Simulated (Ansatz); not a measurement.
Z-matrix (Å, degrees):
```
Si
Br 1 2.245
B 1 2.036 2 105.0
H 1 1.483 2 107.4 3 121.3
H 1 1.483 2 107.4 3 -121.4
F 3 1.327 1 120.2 2 -180.0
O 3 1.342 1 122.3 2 0.0
H 7 0.964 3 112.9 1 -0.0
```

Total charge 0; spin multiplicity 1.

Task: List the PBE/def2-TZVPP orbital energies in eV (Ansatz 0.2.0). (Best estimate.)

Result: The calculation gave: Occupied: -13089.19, -1780.58, -1682.32, -1516.69, -1516.62, -1516.62, -660.47, -511.41, -229.10, -179.15, -171.27, -171.07, -171.06, -138.29, -95.10, -94.98, -94.96, -67.93, -67.88, -67.87, -67.73, -67.73, -30.51, -26.42, -19.65, -14.85, -13.85, -12.78, -11.36, -11.08, -10.31, -9.38, -9.25, -9.02, -8.15, -7.41, -7.11. Lowest empty: -1.88, -1.48, -0.31, 0.32, 0.85, 1.50, 1.56, 2.44.
